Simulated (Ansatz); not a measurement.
Cost and result for the atomization energy of C2H7FSi2, SMILES `F[SiH2]/C=C\[SiH3]` (12 atoms, 11 bonds).

```xyz
12

F     1.0499    1.2489   -1.1844
Si   -0.4949    0.9856   -1.5219
C    -1.1733   -0.2518   -0.3255
C    -0.5404   -0.8042    0.7157
Si    1.2153   -0.5066    1.3205
H    -0.5817    0.4760   -2.9134
H    -1.2125    2.2814   -1.4237
H    -2.2064   -0.5566   -0.5120
H    -1.1050   -1.5256    1.3091
H     1.4505    0.9253    1.6330
H     2.2200   -0.9753    0.3329
H     1.3786   -1.2971    2.5697
```

Total charge 0; spin multiplicity 1. Geometry: relaxed with PBE0-D4/def2-TZVP. It is one conformer, not always the lowest. Program: Ansatz. All runs use 4 threads of an Arm Neoverse N1 on a shared host. Times are those of one run each, without the atoms' runs, and a repeat can differ threefold. Electronic energies, without spin–orbit coupling; frozen cores. CCSD(T)/CBS adds CCSD(T) − MP2 in def2-TZVPP to the MP2 limit, and its time is that of the two runs behind it. T1 = 0.012; the RHF reference is unstable towards UHF. B3LYP takes the VWN-RPA correlation (the form of Gaussian; ORCA's B3LYP/G).

CCSD(T)/CBS is a level of theory with its own doubt, some kJ/mol a heavy atom from the limit and from the frozen cores, so smaller differences don't rank the functionals.

| level | functions | wall time | atomization (kcal/mol) | difference from CCSD(T)/CBS | per bond |
| --- | --- | --- | --- | --- | --- |
| PBE-D4/def2-TZVPP (with forces) | 275 | 4.8 s | 1044.6 | 3.6 | 0.3 |
| PBE0-D4/def2-TZVPP | 275 | 6 s | 1033.2 | -7.8 | -0.7 |
| r2SCAN-D4/def2-TZVPP (with forces) | 275 | 9.5 s | 1039.8 | -1.2 | -0.1 |
| B3LYP-D4/def2-TZVPP (with forces) | 275 | 10 s | 1038.9 | -2.1 | -0.2 |
| B2PLYP/def2-TZVPP | 275 | 11 s | 1027.9 | -13.1 | -1.2 |
| ωB97X-V/def2-TZVPP | 275 | 16 s | 1043.4 | 2.4 | 0.2 |
| ωB97M-V/def2-TZVPP (with forces) | 275 | 23 s | 1041.1 | 0.1 | 0.0 |
| MP2/def2-QZVPP | 521 | 50 s | 1040.8 | -0.2 | 0.0 |
| CCSD(T)/def2-TZVPP | 275 | 5.4 min | 1015.0 | -26.0 | -2.4 |
| CCSD(T)/CBS(def2) | – | 6.2 min | 1041.0 | 0.0 | 0.0 |

In def2-TZVPP, CCSD(T) changes the Hartree–Fock value by +226.4 kcal/mol (the triples alone add +12.7 kcal/mol) and MP2 by +236.5 kcal/mol; breaking electron pairs costs correlation energy, which Hartree–Fock lacks. From PBE to PBE0 (25 % exact exchange), in def2-TZVPP and without D4, the atomization energy moves by −10.5 kcal/mol: exact exchange takes away binding that semilocal exchange gives to molecules. The D4 term adds +10.6 kcal/mol with B3LYP and +5.6 kcal/mol with PBE0; it sums over pairs of atoms, weighted by their polarisabilities, and B3LYP, whose exchange is more repulsive, gets the larger term.
